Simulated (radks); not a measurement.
Results of a calculation; reference values are marked as such.
Isoelectronic series with 7 electrons, all held in the configuration [He] 2s2 2p3, which need not be the ground one along the series. Code: a radial shooting solver on a logarithmic mesh with Libxc functionals. Model: scalar-relativistic Kohn-Sham, SCAN, spin-unpolarised, spherical densities, finite nucleus; meta-GGA in the generalised Kohn-Sham scheme; Fermi nuclear charge, rms radius of each element as measured or else 0.836 A^(1/3) + 0.57 fm. Total energies (hartree) and orbital eigenvalues (eV):

ion    E (hartree)         2p         2s         1s
N        -54.46459    -7.1964   -19.6970  -389.5961
O+       -74.41060   -24.6776   -41.1446  -539.3212
F2+      -97.63430   -49.3470   -69.8208  -716.8995
Ne3+    -124.13316   -81.0089  -105.5137  -922.1080
Mg5+    -186.96111  -165.0625  -197.7107  -1415.166
Al6+    -223.29861  -217.4037  -254.1783  -1703.029
Si7+    -262.92372  -276.6073  -317.5566  -2018.461
P8+     -305.84363  -342.6704  -387.8525  -2361.522
S9+     -352.06400  -415.5935  -465.0773  -2732.248
Cl10+   -401.59120  -495.3794  -549.2453  -3130.687
Ar11+   -454.43495  -582.0326  -640.3734  -3556.928
K12+    -510.60251  -675.5592  -738.4807  -4011.027
Ca13+   -570.10279  -775.9666  -843.5884  -4493.060
Sc14+   -632.94517  -883.2629  -955.7196  -5003.107
Ti15+   -699.13969  -997.4574  -1074.899  -5541.254
V16+    -768.69886  -1118.560  -1201.154  -6107.620
Cr17+   -841.62985  -1246.582  -1334.512  -6702.247
Mn18+   -917.94653  -1381.535  -1475.005  -7325.267
Fe19+   -997.66051  -1523.431  -1622.662  -7976.777
Co20+  -1080.78573  -1672.283  -1777.520  -8656.906
Ni21+  -1167.33627  -1828.106  -1939.612  -9365.780
Cu22+  -1257.32269  -1990.913  -2108.977  -10103.47
